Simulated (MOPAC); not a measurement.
Input for MOPAC: AM1 on BrH3Si (SMILES [SiH3]Br), a point of a bond scan (R = 2.213 Å).

```
AM1 1SCF PRECISE CHARGE=0 THREADS=1
BrH3Si

Si    -1.47702999 1     0.04480750 1     0.01784857 1
Br     0.75715839 1    -0.02296932 1    -0.00914958 1
H     -2.11624070 1     2.11156983 1    -0.44969930 1
H     -1.93688049 1    -0.34876160 1     1.36352309 1
H     -1.98207285 1    -0.89726625 1    -0.99931798 1
```

Output:

```
*******************************************************************************
 **                                                                           **
 **                              MOPAC v23.2.5                                **
 **                                                                           **
 *******************************************************************************
 ** MOPAC's Digital Object Identifier: https://doi.org/10.5281/zenodo.6511958 **
 **                                                                           **
 ** Please cite the open-source release paper for use of this MOPAC version:  **
 ** J. E. Moussa and J. J. P. Stewart (2026)                                  **
 ** MOPAC: An open-source semiempirical molecular orbital program             **
 ** J. Open Source Softw., 11(119), 8025, https://doi.org/10.21105/joss.08025 **
 *******************************************************************************

                              AM1 CALCULATION RESULTS

 *******************************************************************************
 *  AM1        - The AM1 Hamiltonian to be used
 *
 *
 *
 *                 CHARGE ON SYSTEM = 0
 *
 *
 *
 *  PRECISE    - TIGHTER CRITERIA TO BE USED
 *  1SCF       - DO 1 SCF AND THEN STOP
 *  THREADS=1  - MULTI-THREADING NOT USED
 *  T=         - A TIME OF 172800.0 SECONDS REQUESTED
 *  DUMP=N     - RESTART FILE WRITTEN EVERY 7200.0 SECONDS REQUESTED
 *******************************************************************************
AM1 1SCF PRECISE CHARGE=0 THREADS=1
 BrH3Si

   ATOM   CHEMICAL          X               Y               Z
  NUMBER   SYMBOL      (ANGSTROMS)     (ANGSTROMS)     (ANGSTROMS)

     1      Si         -1.47702999  *   0.04480750  *   0.01784857  *
     2      Br          0.75715839  *  -0.02296932  *  -0.00914958  *
     3       H         -2.11624070  *   2.11156983  *  -0.44969930  *
     4       H         -1.93688049  *  -0.34876160  *   1.36352309  *
     5       H         -1.98207285  *  -0.89726625  *  -0.99931798  *



          CARTESIAN COORDINATES

    NO.       ATOM           X           Y           Z

     1        Si         -1.4770      0.0448      0.0178
     2        Br          0.7572     -0.0230     -0.0091
     3         H         -2.1162      2.1116     -0.4497
     4         H         -1.9369     -0.3488      1.3635
     5         H         -1.9821     -0.8973     -0.9993

  H: (AM1): M.J.S. DEWAR ET AL, J. AM. CHEM. SOC. 107 3902-3909 (1985)
 Si: (AM1): M.J.S.DEWAR, C. JIE, ORGANOMETALLICS, 6, 1486-1490 (1987).
 Br: (AM1): M.J.S. DEWAR AND E. G. ZOEBISCH, THEOCHEM, 180, 1 (1988).

           Empirical Formula: H3 Si Br  =     5 atoms



      MOLECULAR POINT GROUP   :   Cs


      RHF CALCULATION, NO. OF DOUBLY OCCUPIED LEVELS = 7


 -------------------------------------------------------------------------------
 AM1 1SCF PRECISE CHARGE=0 THREADS=1
 BrH3Si



     1SCF WAS SPECIFIED, SO BFGS WAS NOT USED
     SCF FIELD WAS ACHIEVED


                              AM1 CALCULATION
                                                       MOPAC v23.2.5 Linux




          FINAL HEAT OF FORMATION =         29.72141 KCAL/MOL =     124.35436 KJ/MOL


          COSMO AREA              =        106.18 SQUARE ANGSTROMS
          COSMO VOLUME            =         93.70 CUBIC ANGSTROMS

          IONIZATION POTENTIAL    =         10.082693 EV
          HOMO LUMO ENERGIES (EV) =        -10.083 -0.829
          NO. OF FILLED LEVELS    =          7
          MOLECULAR WEIGHT        =        111.0132         POINT GROUP:  Cs

          MOLECULAR DIMENSIONS (Angstroms)

            Atom       Atom       Distance
            H     3   Br     2     3.60649
            H     3    H     4     2.46144
            H     4    H     5     2.11102


          SCF CALCULATIONS        =          1





   ATOM   CHEMICAL          X               Y               Z
  NUMBER   SYMBOL      (ANGSTROMS)     (ANGSTROMS)     (ANGSTROMS)

     1      Si         -1.47702999  *   0.04480750  *   0.01784857  *
     2      Br          0.75715839  *  -0.02296932  *  -0.00914958  *
     3       H         -2.11624070  *   2.11156983  *  -0.44969930  *
     4       H         -1.93688049  *  -0.34876160  *   1.36352309  *
     5       H         -1.98207285  *  -0.89726625  *  -0.99931798  *

                             CARTESIAN COORDINATES

   1   Si       -1.477029990     0.044807500     0.017848570
   2   Br        0.757158390    -0.022969320    -0.009149580
   3    H       -2.116240700     2.111569830    -0.449699300
   4    H       -1.936880490    -0.348761600     1.363523090
   5    H       -1.982072850    -0.897266250    -0.999317980


           Empirical Formula: H3 Si Br  =     5 atoms



      MOLECULAR POINT GROUP   :   Cs


                  EIGENVALUES
 -30.93640 -15.83307 -13.47967 -13.00672 -11.98648 -10.89379 -10.08269  -0.82901
  -0.80540   1.04846   1.34601


              NET ATOMIC CHARGES AND DIPOLE CONTRIBUTIONS

  ATOM NO.   TYPE          CHARGE      No. of ELECS.   s-Pop       p-Pop
    1         Si           0.435837        3.5642     0.93376     2.63040
    2         Br          -0.212988        7.2130     1.96238     5.25061
    3          H           0.013727        0.9863     0.98627
    4          H          -0.118288        1.1183     1.11829
    5          H          -0.118288        1.1183     1.11829
 DIPOLE           X         Y         Z       TOTAL
 POINT-CHG.    -1.780     0.964    -0.190     2.033
 HYBRID        -0.207    -0.422     0.102     0.481
 SUM           -1.987     0.543    -0.088     2.061


          ATOMIC ORBITAL ELECTRON POPULATIONS

     Atom    s        px        py        pz
    1 Si   0.93376   0.76876   0.96543   0.89621
    2 Br   1.96238   1.29814   1.97117   1.98130
    3  H   0.98627
    4  H   1.11829
    5  H   1.11829

 **********************
 *                    *
 * JOB ENDED NORMALLY *
 *                    *
 **********************




 == MOPAC DONE ==
```

The run finished.

Cost: roughly 0.03 core-seconds.
